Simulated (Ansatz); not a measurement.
FGaH2O2 (`[OH][Ga]([OH])[F]`), relaxed with RKS PBE0-D4/def2-TZVP in the Gaussian-basis code of Ansatz from a PBE-D4/def2-SVP geometry. The force threshold is 0.005 eV/Å; the program also tests the step.

The species carries charge 0 and has multiplicity 1.

Start:

```xyz
6

O     0.318    0.701    1.316
Ga    0.196   -0.083   -0.290
O    -1.322   -0.784   -0.918
F     1.625   -0.182   -1.318
H     1.227    1.014    1.482
H    -2.044   -0.665   -0.273
```

Task: By how much does the energy fall, and how many steps does the optimiser take? (An estimate is asked.)

Result: Computed: 0.03 eV, in 6 steps, 1 of them rejected.

Task: Which bonds change most? (An estimate is asked.)

Result: Ansatz gave: Ga2–O3 from 1.786 to 1.762 Å; O1–Ga2 from 1.792 to 1.769 Å; Ga2–F4 from 1.763 to 1.743 Å; O1–H5 from 0.976 to 0.960 Å.

Task: Give the relaxed structure. (Estimate.)

Result: Computed: 
```xyz
6

O     0.333    0.692    1.296
Ga    0.194   -0.083   -0.288
O    -1.310   -0.767   -0.901
F     1.606   -0.183   -1.305
H     1.218    1.015    1.483
H    -2.041   -0.674   -0.285
```
